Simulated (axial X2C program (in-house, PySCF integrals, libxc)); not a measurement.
**TaCl⁺: properties at the nuclei**

Computed with an axial X2C code built on PySCF integrals: two-component X2C with atomic mean-field Coulomb and Gaunt terms, Gaussian nuclei, basis Ta dyall-cv3z, Cl dyall-av3z with contracted cores.

R = 2.199 Å (near the PBE0 minimum at charge 1 of the determinant lowest at the starting distance; the state shown can have its own minimum elsewhere).

Determinant lowest in the PBE0 search, Ω = 3/2 (⟨Sz⟩ = 1.48, ⟨Lz⟩ = 0.02 at PBE0), spin on the atoms Ta 1.53, Cl -0.05:

```csv
level,Eeff magnitude (GV/cm),Ws magnitude Ta (kHz),A∥/gI Ta (MHz),qzz Ta (a.u.),A∥/gI Cl (MHz),qzz Cl (a.u.)
PBE0,10.4,5.95,3470,2.94,10.1,0.64
HF,5.25,2.56,3000,0.93,-12.6,0.61
BP86,13.6,7.97,3680,3.62,18.1,0.58
LDA,14.8,8.71,3790,3.84,18.1,0.58
BHandHLYP,8.15,4.38,3380,2.34,3.26,0.69
```

Eeff is the effective electric field on the electron electric dipole moment in this Ω state and Ws the scalar–pseudoscalar constant of the nucleus named (defined with the proton number Z and per Ω); A∥ (defined per Ω) follows by multiplying with gI = μI/(I μN); qzz is the electric field gradient, eQq0 = 234.96 MHz × Q/barn × qzz. The operators were transformed with the bare-nucleus X2C matrices; with these basis sets, hyperfine constants and field gradients can be off by tens of per cent, and where levels differ in sign neither size nor sign is settled.

**Question.** With gI(181Ta) = 0.6773, Q(35Cl) = -0.08112 barn (g factors from the IAEA table of nuclear moments by Stone; Q from Pyykkö, Mol. Phys. 2018), turn the PBE0 values of the first state into constants in MHz.

**Answer.** A∥(181Ta) = 3470 × 0.6773 = 2350 MHz; eQq0(35Cl) = 234.96 × (-0.08112) × (0.64) = -12.2 MHz.

Each state is one determinant with collinear spin, which with several unpaired electrons need not be a pure state. Unrestricted Hartree–Fock can overshoot spin polarisation at the nuclei. This is the top spin component of a Σ state; components of lower Ω are not single determinants and can lie lower. With several open shells hyperfine constants can be off by a factor of several. Where Eeff spreads by more than a factor of two the levels disagree and none is to be relied on. At BHandHLYP, HF a later determinant lies lower. States lie within half an eV, so the first need not be the ground state. Further determinants of the search, some of them spin-mixed, are not shown. Where a field gradient or hyperfine factor spreads by more than a factor of two over the levels, a constant derived from it is not to be relied on.
